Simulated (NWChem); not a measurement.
Total energies of CClF

```xyz
3

F      0.2527    -1.4738     0.0000
C     -0.6854    -0.5857     0.0000
Cl     0.1081     0.9870     0.0000
```
Charge 0, spin multiplicity 1.

The numbers come from NWChem runs, not from measurements. All single points use one geometry, from B3LYP/def2-SVP, a minimum by its harmonic frequencies.

Basis set: 3-21G (31 functions).

```json
[
 {"method": "RHF", "total energy (Ha)": "-593.73051"},
 {"method": "MP2", "total energy (Ha)": "-593.97362"},
 {"method": "B2PLYP", "total energy (Ha)": "-594.73988"},
 {"method": "PBE", "total energy (Ha)": "-594.72061"},
 {"method": "B3LYP", "total energy (Ha)": "-595.06332"},
 {"method": "r2SCAN", "total energy (Ha)": "-594.93408"},
 {"method": "CCSD(T)", "total energy (Ha)": "-593.99611"}
]
```

Total energies of different functionals aren't comparable as a measure of quality: only differences taken within one method are. 

The correlated methods keep 7 core orbitals frozen. B3LYP has NWChem's definition, with VWN1-RPA local correlation. The structure started from a generated list of species. No row is a measurement; the coupled-cluster row has its own basis-set and correlation limits.
